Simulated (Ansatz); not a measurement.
`CC[CH](O)[AlH2]` + `COB([SiH3])Cl` → `CO[B]([AlH2])[SiH3]` + `CCC(O)Cl`  (formal exchange of groups at the Al–C bond)

Isolated molecules relaxed with PBE0-D4/def2-TZVP in Ansatz; ΔE leaves out vibrations. CCSD(T)/CBS adds triple-zeta CCSD(T) − MP2 to the extrapolated MP2 energy (def2 sets, frozen cores). DFT in def2-TZVPP. B3LYP here is the variant with VWN-RPA as its local correlation; programs differ in this. Each species was taken in one conformer, which may not be the lowest.

```
             level  ΔE (kJ/mol)  difference from CCSD(T)/CBS
            PBE-D4        123.2                        -15.5
         r2SCAN-D4        133.1                         -5.6
           PBE0-D4        129.3                         -9.4
          B3LYP-D4        135.2                         -3.5
           ωB97X-V        135.9                         -2.8
           ωB97M-V        141.0                          2.3
            B2PLYP        140.0                          1.3
               PBE        122.8                        -15.9
            r2SCAN        133.1                         -5.6
              PBE0        129.1                         -9.6
             B3LYP        134.6                         -4.1
     HF/def2-TZVPP        142.0                          3.3
    MP2/def2-TZVPP        148.7                         10.0
SCS-MP2/def2-TZVPP        144.9                          6.2
   CCSD/def2-TZVPP        139.7                          1.0
CCSD(T)/def2-TZVPP        137.9                         -0.8
     HF/def2-QZVPP        142.1                          3.4
    MP2/def2-QZVPP        149.2                         10.5
SCS-MP2/def2-QZVPP        145.5                          6.8
      HF/CBS(def2)        142.1                          3.4
     MP2/CBS(def2)        149.5                         10.8
    CCSD/CBS(def2)        140.5                          1.8
       CCSD(T)/CBS        138.7                            0
```

Largest T1 diagnostic among the species: 0.015.

From PBE to PBE0 (25 % exact exchange), in def2-TZVPP and without D4, ΔE moves by +6.2 kJ/mol.
